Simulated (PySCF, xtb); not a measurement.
C2H8Ge, SMILES [GeH3][CH2]C.

Harmonic wavenumbers (cm⁻¹) from GFN2-xTB (xtb) at its own minimum, in rising order: 116, 214, 215, 457, 488, 586, 737, 783, 859, 867, 973, 1010, 1069, 1232, 1262, 1416, 1464, 1501, 1504, 1983, 2071, 2072, 2947, 2963, 3010, 3012, 3020.

Task: What does B3LYP-D3(BJ)/def2-SVP run with PySCF 2.14.0 give at its own minimum? (An estimate is asked for; the answer gives what the named calculation found.)

Result: 116, 220, 225, 487, 514, 611, 740, 837, 887, 890, 979, 984, 1052, 1246, 1250, 1400, 1441, 1475, 1477, 2114, 2116, 2121, 3020, 3041, 3085, 3094, 3107. Paired by order, the mean absolute difference is 37 cm⁻¹ and the zero-point energies are 54.1 and 55.1 kcal/mol.
